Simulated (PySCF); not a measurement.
Species: C4H7OSSi (doublet state).
Atom-mapped SMILES: `[CH2:1]=[C:2]1[CH2:3][SiH2:4][CH:5][S@:6]1=[O:7]` (hydrogens: H8, H9 on C1; H10, H11 on C3; H12, H13 on Si4; H14 on C5)

Theory: UKS B3LYP, pcH-1 on C H O S Si, non-relativistic, mean-field spin-orbit, GIAO in PySCF. Geometry: GFN2-xTB, one conformer, isolated molecule. Couplings are sensitive to structure, and on GFN2-xTB geometries they can be far from those on DFT ones. Stability of the SCF solution: not tested.

Task: Give the principal g shifts and their parts.

Result: 
```tsv
Δg (ppm)	1	2	3
relativistic mass correction	-157	-157	-157
gauge correction	5	39	48
orbital Zeeman/spin–orbit	-455	332	3691
total	-607	214	3581
```

So g = 2.00171, 2.00253, 2.00590 and g_iso = 2.00338; the tensor is rhombic: the two nearest values differ by 20 % of g3 − g1. Axes: g2 points within 13° of the C5–S6 bond.

Task: Average each term over the three axes. Which is largest in size?

Result: The orbital-Zeeman/spin–orbit term 1189, the mass correction -157 and the gauge correction 31 ppm, for a total of 1063 ppm. The orbital-Zeeman/spin–orbit term is the largest in size. The mass correction is the same along every axis, so the anisotropy comes from the other two: their spans along these axes are 43 (gauge) and 4145 ppm (orbital Zeeman/spin–orbit).

Task: At 34.185 GHz, how far is the centre of the isotropic spectrum from where a free electron (g = 2.002319) resonates?

Result: B = hν/(g μB) with μB/h = 13.99624 MHz/mT gives 1219.81 mT for the free electron and 1219.16 mT at g_iso, 0.65 mT lower.

Task: What effective moment and Curie constant follow for a powder?

Result: With the mean of g² = 4.0135 and S(S+1) = 0.75: μ_eff = √(⟨g²⟩S(S+1)) = 1.735 μB and χT = 0.12505·⟨g²⟩·S(S+1) = 0.376 cm³ K/mol (cgs; spin-Hamiltonian part alone).

Task: In a frozen sample, at which fields do the three g values resonate at 9.5, 34, 94 and 263 GHz (hyperfine left aside), and which band first spreads them over more than twice a line width of 0.3 mT?

Result: 
```json
{"band": "X", "GHz": "9.5", "B(g3) mT": "338.38", "B(g2) mT": "338.95", "B(g1) mT": "339.09", "spread mT": "0.71"}
{"band": "Q", "GHz": "34.0", "B(g3) mT": "1211.04", "B(g2) mT": "1213.08", "B(g1) mT": "1213.57", "spread mT": "2.53"}
{"band": "W", "GHz": "94.0", "B(g3) mT": "3348.17", "B(g2) mT": "3353.80", "B(g1) mT": "3355.17", "spread mT": "7.01"}
{"band": "J", "GHz": "263.0", "B(g3) mT": "9367.74", "B(g2) mT": "9383.49", "B(g1) mT": "9387.34", "spread mT": "19.60"}
```

The spread grows in proportion to the frequency. X band is the first where it exceeds 0.6 mT.

Largest spin populations (Mulliken): C5 (+0.85) and S6 (+0.07). No atom but C5 exceeds +0.15. The angles at C5 add up to 358.1°, so it is nearly planar; its axial dipolar tensor and the negative coupling of its proton fit spin in a p orbital normal to that plane.

The HOMO–LUMO gaps are 5.44 eV among the α and 3.31 eV among the β orbitals.
